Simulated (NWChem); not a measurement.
System: MgNH$_{3}$O; SMILES [NH2][Mg][OH]

Here is an NWChem input.

```
start job
memory heap 200 mb stack 900 mb global 1100 mb
geometry units angstroms noautoz
  Mg    -0.397307     0.147971    -0.000958
  O     -0.297179     1.912210    -0.000532
  H     -0.436752     2.852545     0.002681
  N     -0.448945    -1.738260    -0.001763
  H     -0.456954    -2.343259    -0.817746
  H     -0.473730    -2.342528     0.814416
end
basis spherical
  Mg library def2-svp
  O library def2-svp
  H library def2-svp
  N library def2-svp
end
dft
  xc xpbe96 cpbe96
  iterations 150
  mulliken
end
task dft energy
```

NWChem printed, in part:

```
             Northwest Computational Chemistry Package (NWChem) 7.3.0
             --------------------------------------------------------

 C1  symmetry detected

                             Geometry "geometry" -> ""
                             -------------------------

 Output coordinates in angstroms (scale by  1.889725989 to convert to a.u.)

  No.       Tag          Charge          X              Y              Z
 ---- ---------------- ---------- -------------- -------------- --------------
    1 Mg                  12.0000     0.00009689    -0.04520453    -0.01048343
    2 O                    8.0000    -0.00055603    -1.81194230     0.02419006
    3 H                    1.0000     0.00419432    -2.74646016    -0.15009324
    4 N                    7.0000    -0.00016132     1.84164461     0.00781385
    5 H                    1.0000    -0.81601369     2.44684784     0.01330400
    6 H                    1.0000     0.81623416     2.44609285     0.01437293

 Effective nuclear repulsion energy (a.u.)      82.6391991233

  pbe96 is a nonlocal functional; adding pw91lda local functional.

                                 NWChem DFT Module
                                 -----------------

 Summary of "ao basis" -> "ao basis" (spherical)
 ------------------------------------------------------------------------------
       Tag                 Description            Shells   Functions and Types
 ---------------- ------------------------------  ------  ---------------------
 Mg                         def2-svp                 8       18   4s3p1d
 O                          def2-svp                 6       14   3s2p1d
 H                          def2-svp                 3        5   2s1p
 N                          def2-svp                 6       14   3s2p1d

            General Information
            -------------------
          SCF calculation type: DFT
          Wavefunction type:  closed shell.
          No. of atoms     :     6
          No. of electrons :    30
           Alpha electrons :    15
            Beta electrons :    15
          Charge           :     0
          Spin multiplicity:     1
          Use of symmetry is: off; symmetry adaption is: off
          Maximum number of iterations: 150
          AO basis - number of functions:    61
                     number of shells:    29
          Convergence on energy requested:  1.00D-06
          Convergence on density requested:  1.00D-05
          Convergence on gradient requested:  5.00D-04

              XC Information
              --------------
          PerdewBurkeErnzerhof Exchange Functional  1.000
            Perdew 1991 LDA Correlation Functional  1.000 local
           PerdewBurkeErnz. Correlation Functional  1.000 non-local

             Grid Information
             ----------------
          Grid used for XC integration:  medium
          Radial quadrature: Mura-Knowles
          Angular quadrature: Lebedev.
          Tag              B.-S. Rad. Rad. Pts. Rad. Cut. Ang. Pts.
          ---              ---------- --------- --------- ---------
          Mg                  1.50       88           9.0       590
          O                   0.60       49          11.0       434
          H                   0.35       45          12.0       434
          N                   0.65       49          12.0       434
          Grid pruning is: on
          Number of quadrature shells:   321
          Spatial weights used:  Erf1

      Superposition of Atomic Density Guess
      -------------------------------------

 Sum of atomic energies:        -329.96798319

      Non-variational initial energy
      ------------------------------

 Total energy =    -330.505756
 1-e energy   =    -620.972165
 2-e energy   =     207.827210
 HOMO         =      -0.340148
 LUMO         =      -0.099122

     ---------------------------------------------
      Total Density - Mulliken Population Analysis
     ---------------------------------------------

    Atom       Charge   Shell Charges
 -----------   ------   -------------------------------------------------------
    1 Mg  12    10.61   2.00  1.99  0.26  0.02  5.99  0.13  0.09  0.13
    2 O    8     9.11   1.99  1.09  0.69  3.22  2.11  0.00
    3 H    1     0.66   0.53  0.06  0.06
    4 N    7     8.12   1.99  1.03  0.53  2.66  1.90  0.00
    5 H    1     0.75   0.59  0.11  0.05
    6 H    1     0.75   0.59  0.11  0.05

   convergence    iter        energy       DeltaE   RMS-Dens  Diis-err
 ---------------- ----- ----------------- --------- --------- ---------
 d= 0,ls=0.0,diis     1   -331.3401958402 -4.14D+02  3.32D-02  1.06D+00
 d= 0,ls=0.0,diis     2   -330.5645811853  7.76D-01  2.38D-02  7.83D+00
 d= 0,ls=0.0,diis     3   -331.4567399111 -8.92D-01  5.13D-03  9.10D-02
 d= 0,ls=0.0,diis     4   -331.4572859151 -5.46D-04  2.76D-03  9.26D-02
 d= 0,ls=0.0,diis     5   -331.4676360248 -1.04D-02  3.58D-04  8.01D-04
  Resetting Diis
 d= 0,ls=0.0,diis     6   -331.4677351461 -9.91D-05  5.19D-05  3.61D-05
 d= 0,ls=0.0,diis     7   -331.4677390310 -3.88D-06  3.04D-05  1.19D-06
 d= 0,ls=0.0,diis     8   -331.4677384557  5.75D-07  1.93D-05  7.02D-06
 d= 0,ls=0.0,diis     9   -331.4677391759 -7.20D-07  2.19D-06  2.07D-08

         Total DFT energy =     -331.467739175948
      One electron energy =     -624.554564222548
           Coulomb energy =      243.340855427421
    Exchange-Corr. energy =      -32.893229504128
 Nuclear repulsion energy =       82.639199123308

 Numeric. integr. density =       30.000000974104

                       DFT Final Molecular Orbital Analysis
                       ------------------------------------

 Vector   13  Occ=2.000000D+00  E=-2.195237D-01
              MO Center= -5.7D-04, -1.7D+00,  2.0D-02, r^2= 9.7D-01
   Bfn.  Coefficient  Atom+Function         Bfn.  Coefficient  Atom+Function
  ----- ------------  ---------------      ----- ------------  ---------------
    24      0.587000  2 O  pz                27      0.429610  2 O  pz
    13      0.125606  1 Mg pz                15     -0.099742  1 Mg d -1
    23     -0.084667  2 O  py                10      0.075879  1 Mg pz
    26     -0.068033  2 O  py                 7      0.061719  1 Mg pz
    22     -0.056960  2 O  px                46      0.049701  4 N  pz

 Vector   14  Occ=2.000000D+00  E=-2.193501D-01
              MO Center= -2.8D-04, -1.7D+00,  1.8D-02, r^2= 8.8D-01
   Bfn.  Coefficient  Atom+Function         Bfn.  Coefficient  Atom+Function
  ----- ------------  ---------------      ----- ------------  ---------------
    22      0.596333  2 O  px                25      0.435050  2 O  px
    11      0.118719  1 Mg px                14     -0.111487  1 Mg d -2
     8      0.073065  1 Mg px                 5      0.059372  1 Mg px
    24      0.056441  2 O  pz                27      0.041322  2 O  pz
    35      0.029570  3 H  px

 Vector   15  Occ=2.000000D+00  E=-1.725474D-01
              MO Center= -1.2D-04,  1.7D+00,  6.2D-03, r^2= 1.3D+00
   Bfn.  Coefficient  Atom+Function         Bfn.  Coefficient  Atom+Function
  ----- ------------  ---------------      ----- ------------  ---------------
    43      0.549647  4 N  pz                46     -0.440547  4 N  pz
    13     -0.151601  1 Mg pz                15     -0.123423  1 Mg d -1
    24      0.070572  2 O  pz                10     -0.068738  1 Mg pz
     7     -0.057041  1 Mg pz                27      0.036553  2 O  pz
    56     -0.025472  5 H  pz                61     -0.025474  6 H  pz

 Vector   16  Occ=0.000000D+00  E=-5.320462D-02
              MO Center=  1.8D-03,  3.2D-02, -6.3D-02, r^2= 6.2D+00
   Bfn.  Coefficient  Atom+Function         Bfn.  Coefficient  Atom+Function
  ----- ------------  ---------------      ----- ------------  ---------------
     4      0.830064  1 Mg s                 40     -0.380541  4 N  s
     3      0.281564  1 Mg s                 21     -0.265324  2 O  s
     2      0.200534  1 Mg s                 39     -0.172709  4 N  s
    20     -0.133947  2 O  s                 18      0.109237  1 Mg d  2
    42     -0.103989  4 N  py                45      0.092923  4 N  py

 Vector   17  Occ=0.000000D+00  E= 6.025756D-03
              MO Center= -1.1D-03,  2.1D-02, -2.7D-02, r^2= 5.6D+00
   Bfn.  Coefficient  Atom+Function         Bfn.  Coefficient  Atom+Function
  ----- ------------  ---------------      ----- ------------  ---------------
    11      0.913056  1 Mg px                 8      0.210613  1 Mg px
    22     -0.189522  2 O  px                25     -0.172442  2 O  px
     5      0.147849  1 Mg px                53      0.144112  5 H  s
    58     -0.144565  6 H  s                 14      0.113163  1 Mg d -2
    52      0.094325  5 H  s                 57     -0.094453  6 H  s

 Vector   18  Occ=0.000000D+00  E= 2.333148D-02
              MO Center=  5.5D-04,  1.1D-02,  6.9D-03, r^2= 5.8D+00
   Bfn.  Coefficient  Atom+Function         Bfn.  Coefficient  Atom+Function
  ----- ------------  ---------------      ----- ------------  ---------------
    13      0.915687  1 Mg pz                46     -0.266225  4 N  pz
    43      0.224751  4 N  pz                24     -0.190389  2 O  pz
    27     -0.189043  2 O  pz                10      0.177224  1 Mg pz
     7      0.129081  1 Mg pz                12      0.051835  1 Mg py
    40     -0.051227  4 N  s                 34      0.035762  3 H  s

     ---------------------------------------------
      Total Density - Mulliken Population Analysis
     ---------------------------------------------

    Atom       Charge   Shell Charges
 -----------   ------   -------------------------------------------------------
    1 Mg  12    11.36   2.00  1.98  0.36 -0.00  5.97  0.38  0.33  0.35
    2 O    8     8.53   1.99  1.04  0.69  2.88  1.92  0.00
    3 H    1     0.83   0.69  0.07  0.07
    4 N    7     7.50   1.99  0.97  0.52  2.42  1.60  0.01
    5 H    1     0.89   0.71  0.13  0.05
    6 H    1     0.89   0.71  0.13  0.05

     -------------------------------------------
      Total Density - Lowdin Population Analysis
     -------------------------------------------

    Atom       Charge   Shell Charges
 -----------   ------   -------------------------------------------------------
    1 Mg  12    11.82   2.00  1.93  0.33  0.09  5.84  0.65  0.40  0.58
    2 O    8     8.20   1.97  0.86  0.59  2.72  2.06  0.01
    3 H    1     0.91   0.56  0.17  0.19
    4 N    7     7.22   1.97  0.71  0.45  2.22  1.85  0.02
    5 H    1     0.92   0.59  0.21  0.13
    6 H    1     0.92   0.59  0.21  0.13

     Multipole analysis of the density
     ---------------------------------

     L   x y z        total         alpha         beta         nuclear
     -   - - -        -----         -----         ----         -------
     0   0 0 0     -0.000000    -15.000000    -15.000000     30.000000

     1   1 0 0      0.003521      0.001760      0.001760      0.000000
     1   0 1 0      0.093958      0.046979      0.046979     -0.000000
     1   0 0 1     -0.131299     -0.065650     -0.065650      0.000000

     2   2 0 0    -14.510230     -9.633689     -9.633689      4.757147
     2   1 1 0     -0.018618      0.000812      0.000812     -0.020243
     2   1 0 1      0.000557      0.000069      0.000069      0.000419
     2   0 2 0    -15.581392   -131.964927   -131.964927    248.348463
     2   0 1 1      0.747534     -0.047095     -0.047095      0.841724
     2   0 0 2    -17.477097     -8.790934     -8.790934      0.104772
```

Level: PBE/def2-SVP. Geometry: optimised at PBE0/def2-SVP.
